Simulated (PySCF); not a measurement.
Ge(H)3(SH) (GeH4S), SMILES [SH][GeH3]. Atoms are numbered in the order given.

```xyz
6

Ge    -0.0021    -0.7013     0.0000
S      0.0816     1.5210     0.0000
H     -0.7243    -1.2094    -1.2572
H      1.4632    -1.1508     0.0000
H     -0.7243    -1.2094     1.2572
H     -1.2522     1.6771     0.0000
```

Geometry: PBE0-D3(BJ)/def2-TZVP.

Computed with TDA-LC-ωPBE/def2-SVPD (PySCF).

Vertical excitations. Isolated molecule, no solvent. State labels are in the subgroup Cs.

Computed UV-visible absorptions:
```json
[
 {"state": "S1", "symmetry": "A\"", "energy (eV)": "6.07", "λ (nm)": "204", "f": "0.010", "main pairs": "HOMO→LUMO 61 %, HOMO→LUMO+7 23 %"},
 {"state": "S2", "symmetry": "A\"", "energy (eV)": "6.46", "λ (nm)": "192", "f": "0.026", "main pairs": "HOMO→LUMO+1 84 %"},
 {"state": "S3", "symmetry": "A\"", "energy (eV)": "7.89", "λ (nm)": "157", "f": "0.000", "main pairs": "HOMO→LUMO+5 58 %, HOMO→LUMO+3 14 %, HOMO→LUMO+7 9 %"},
 {"state": "S4", "symmetry": "A\"", "energy (eV)": "8.03", "λ (nm)": "154", "f": "0.000", "main pairs": "HOMO→LUMO+2 27 %, HOMO→LUMO+7 22 %, HOMO→LUMO 17 %, HOMO→LUMO+5 9 %"},
 {"state": "S5", "symmetry": "A'", "energy (eV)": "8.08", "λ (nm)": "154", "f": "0.010", "main pairs": "HOMO→LUMO+6 42 %, HOMO→LUMO+4 22 %, HOMO−1→LUMO 21 %"},
 {"state": "S6", "symmetry": "A'", "energy (eV)": "8.41", "λ (nm)": "147", "f": "0.192", "main pairs": "HOMO−1→LUMO+1 75 %"},
 {"state": "S7", "symmetry": "A\"", "energy (eV)": "8.49", "λ (nm)": "146", "f": "0.000", "main pairs": "HOMO→LUMO+2 54 %, HOMO→LUMO+3 13 %, HOMO→LUMO+7 8 %, HOMO−3→LUMO 8 %"},
 {"state": "S8", "symmetry": "A\"", "energy (eV)": "8.63", "λ (nm)": "144", "f": "0.022", "main pairs": "HOMO→LUMO+3 39 %, HOMO→LUMO+7 22 %, HOMO→LUMO+5 18 %, HOMO→LUMO+2 8 %"},
 {"state": "S9", "symmetry": "A'", "energy (eV)": "8.70", "λ (nm)": "143", "f": "0.229", "main pairs": "HOMO→LUMO+6 36 %, HOMO−1→LUMO 25 %, HOMO−2→LUMO 11 %, HOMO−1→LUMO+1 7 %"},
 {"state": "S10", "symmetry": "A'", "energy (eV)": "8.81", "λ (nm)": "141", "f": "0.105", "main pairs": "HOMO−2→LUMO 35 %, HOMO→LUMO+4 26 %, HOMO−2→LUMO+1 12 %, HOMO→LUMO+6 12 %"},
 {"state": "T1", "symmetry": "A\"", "energy (eV)": "5.56", "λ (nm)": "223", "f": "0", "main pairs": "HOMO→LUMO 61 %, HOMO→LUMO+7 20 %"},
 {"state": "T2", "symmetry": "A\"", "energy (eV)": "5.89", "λ (nm)": "210", "f": "0", "main pairs": "HOMO→LUMO+1 68 %, HOMO→LUMO+7 17 %"},
 {"state": "T3", "symmetry": "A'", "energy (eV)": "6.96", "λ (nm)": "178", "f": "0", "main pairs": "HOMO−1→LUMO 58 %, HOMO−1→LUMO+7 17 %"},
 {"state": "T4", "symmetry": "A\"", "energy (eV)": "7.40", "λ (nm)": "167", "f": "0", "main pairs": "HOMO→LUMO+1 17 %, HOMO→LUMO+7 17 %, HOMO→LUMO+5 15 %, HOMO→LUMO+2 10 %"}
]
```
Triplets are in the Tamm–Dancoff approximation.
